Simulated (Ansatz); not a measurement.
Start from `C#C[SiH2]F` and change one atom or group to get `C#C[SiH2]CN`.

Ansatz, PBE0-D4/def2-TZVP geometries, multiplicity 1. Each molecule was computed in one conformer, which needn't be the lowest.

```json
{"property": "LUMO energy (B3LYP/def2-TZVPP) / eV", "`C#C[SiH2]F`": "-1.08"}
{"property": "HOMO–LUMO gap (ωB97M-V/def2-TZVPP) / eV", "`C#C[SiH2]F`": "11.90"}
{"property": "size of the dipole moment (B3LYP/def2-TZVPP) / D", "`C#C[SiH2]F`": "1.66"}
{"property": "HOMO energy (PBE/def2-TZVPP) / eV", "`C#C[SiH2]F`": "-7.34"}
{"property": "LUMO energy (PBE0/def2-TZVPP) / eV", "`C#C[SiH2]F`": "-0.87"}
{"property": "HOMO energy (ωB97M-V/def2-TZVPP) / eV", "`C#C[SiH2]F`": "-10.81"}
```

Task: What does the change do to each property? (Estimate.)

Result: Ansatz gave: 
```
                                        property  `C#C[SiH2]CN`  shift
             LUMO energy (B3LYP/def2-TZVPP) / eV          -0.31   0.77
         HOMO–LUMO gap (ωB97M-V/def2-TZVPP) / eV          11.13  -0.77
size of the dipole moment (B3LYP/def2-TZVPP) / D           1.62  -0.04
               HOMO energy (PBE/def2-TZVPP) / eV          -5.47   1.87
              LUMO energy (PBE0/def2-TZVPP) / eV          -0.10   0.77
           HOMO energy (ωB97M-V/def2-TZVPP) / eV          -9.34   1.47
```

With PBE0 the HOMO rises by 1.63 eV and the LUMO rises by 0.77 eV, so the gap narrows by about 0.86 eV. PBE moves the HOMO by 1.87 eV and ωB97M-V by 1.47 eV. Dipoles are sizes alone; their direction can turn.

B3LYP here is the variant with VWN-RPA as its local correlation; programs differ in this.
